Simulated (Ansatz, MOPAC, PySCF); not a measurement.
Lewis adduct: BH3 (SMILES B) (first 4 atoms) with CHN (SMILES C#N); geometry from B3LYP-D3(BJ)/def2-TZVP.
(charge 0, multiplicity 1):
```xyz
7

B     -0.097     0.048     0.770
H      0.666     0.927     0.451
H      0.204    -1.031     0.322
H     -1.256     0.333     0.591
C      0.171    -0.190     3.429
N      0.057    -0.089     2.298
H      0.278    -0.284     4.485
```

Monomers are frozen at their geometry in the pair; levels with a basis set take the counterpoise correction.

The state that PM7 reach isn't checked; PM7 holds dispersion and hydrogen-bond terms.

Codes used: Ansatz (Gaussian orbitals); MOPAC for PM7 (differences of heats of formation); PySCF for the dispersion terms. 

One of these levels gives -2045.0 meV for the interaction energy. Which one is it?
A) PM7
B) BLYP-D4/def2-TZVPPD
C) PBE-D4/def2-TZVPPD

A, PM7. The others give -1826.1 (PBE-D4/def2-TZVPPD), -1564.5 (BLYP-D4/def2-TZVPPD)

Ansatz is a quantum-chemistry and plane-wave program.
